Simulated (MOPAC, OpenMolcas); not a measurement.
CH5Ge (SMILES [CH3][GeH2]): the dipole moment, rung by rung

The species is CH5Ge (7 atoms), meant as a doublet with charge 0. SMILES: `[CH3][GeH2]`. Geometry: relaxed at PBE0-D4/def2-TZVP.

Quantity: the dipole moment, in D. The values are calculated.

| level | kind | program | value (D) |
| --- | --- | --- | --- |
| PM6 | semi-empirical | MOPAC | 1.05 |
| UHF/def2-TZVP | Hartree–Fock | OpenMolcas | 0.77 |
| USVWN5/def2-TZVP | LDA | OpenMolcas | 0.87 |
| U-revPBE/def2-TZVP | GGA | OpenMolcas | 0.87 |
| U-r2SCAN/def2-TZVP | meta-GGA | OpenMolcas | 0.87 |
| UM06-L/def2-TZVP | meta-GGA | OpenMolcas | 0.85 |
| UPBE0/def2-TZVP | global hybrid | OpenMolcas | 0.83 |

All-electron rows without a relativistic Hamiltonian named are non-relativistic. The values span 0.77 to 1.05 D. Magnitudes only.
